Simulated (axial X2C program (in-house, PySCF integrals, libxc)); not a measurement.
Which functional? An output for FeN⁺

An SCF output computed with an in-house relativistic program for diatomic molecules for FeN⁺ at 1.833 Å, two-component, state Ω = 2, Fe dyall-v3z [9s10p6d3f2g], N dyall-v3z [6s6p2d1f] (cores contracted in-house), without its first line:

```
basis functions 149  fitting functions 858  grid points 5076
iter        total energy     max residual
   1      -1326.737069125     2.89e-02
   2      -1326.739841841     4.78e-03
   3      -1326.739600344     9.75e-03
   4      -1326.740162483     3.69e-03
   5      -1326.740263735     1.69e-03
   6      -1326.740310595     6.94e-04
   7      -1326.740320455     2.81e-04
   8      -1326.740321064     1.34e-04
   9      -1326.740321183     1.22e-05
  10      -1326.740321187     4.78e-06
  11      -1326.740321187     1.54e-06
converged
one-electron -1925.21721558  Coulomb 609.09089587  exact exchange -6.11712183  xc functional -56.69026274  nuclear repulsion 52.54241811  atomic mean-field constant -0.34903501
```

Question: Which level of theory produced it?
A. PBE0
B. HF
C. TPSSh
D. PBE

Answer: C. The exact-exchange term against the functional term shows a share of 0.1 of exact exchange.
